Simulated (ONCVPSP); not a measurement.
**What one change does to a pseudopotential (Mn, ONCV)**

```
Element                 : manganese
Generator               : ONCVPSP 4.0.1
Type                    : optimised norm-conserving Vanderbilt (ONCV)
Functional              : PBE
Relativity              : scalar-relativistic
Frozen core             : [Ne]
Valence charge          : 15
Reference configuration : 3s2 3p6 3d5 (charge +2)
Partial waves           : 3s: rc 1.30 bohr, ncon 3, nbas 7, qcut 7.6 1/bohr, 2 projectors, debl 2.1 Ha; 3p: rc 1.40 bohr, ncon 4, nbas 7, qcut 12.4 1/bohr, 3 projectors, debl 3.5 Ha; 3d: rc 0.95 bohr, ncon 4, nbas 9, qcut 9.8 1/bohr, 3 projectors, debl 3.9 Ha
Local potential         : polynomial inside 0.90 bohr (lpopt 5, dvloc0 1 Ha)
Core correction         : Teter function, fcfact 1.5, rcfact 1.5
```

In the s channel the program set the typed energies aside and used -3.811, 0.250 Ha.

All-electron outer shells of the reference configuration (PBE, scalar-relativistic, ld1.x):

```
shell  level (eV)  outermost node (bohr)  outermost maximum (bohr)
   3s     -103.70                   0.34                      0.74
   3p      -72.43                   0.31                      0.75
   3d      -24.32                      –                      0.76
```

Change: all radii but the core radius scaled by about 0.91 (s 1.18, p 1.28, d 0.86 bohr); local potential polynomial inside 0.82 bohr (lpopt 5, dvloc0 1 Ha).

Cutoffs: the cutoffs (Ha) at which the residual kinetic energy of the hardest occupied pseudo-wave falls to 1 and 0.1 mHa per electron; they do not see the model core or the augmentation charge, which bear on the density cutoff. Errors are all-electron minus pseudo energies relative to the spin-unpolarised reference configuration.

**Question.** Predict the effect on cutoff, ghosts and configuration errors.

**Answer.** The potential gets harder (313 Ha and 361 Ha → 399 Ha and 463 Ha); a bound ghost appears in d, which as a rule spoils a file; of the 4 tests that both files solve, the error grows in 1 and shrinks in 1 by more than 15 % and 0.3 meV (median size 8.1 → 11.0 meV). A smaller radius makes the pseudo-wave follow the all-electron one further in, where it bends more sharply, so more plane waves are needed.

```tsv
quantity	base	changed
cutoff, loose	313 Ha	399 Ha
cutoff, tight	361 Ha	463 Ha
loose cutoff by channel	s 22 Ha, p 30 Ha, d 313 Ha	s 25 Ha, p 31 Ha, d 399 Ha
bound ghosts	none	d
GHOST(+) flags under 300 eV	none	none
error for 3s2 3p6 3d5 4s2, meV [ΔE -24.02 eV]	+4.0	+3.7
error for 3s2 3p6 3d5 4s1, meV [ΔE -15.60 eV]	+2.0	+1.8
error for 3s2 3p6 3d4, meV [ΔE 32.52 eV]	+12	+18
error for 3s1 3p6 3d5 4s2, meV [ΔE 69.49 eV]	-155	-99
rms error of d²Exc/dni dnj with the model core, mHa	1.41	1.38
```

 A true bound ghost makes a file unfit for plane-wave use even where its test errors are small: the radial tests pick states by their node count and pass the ghost by.
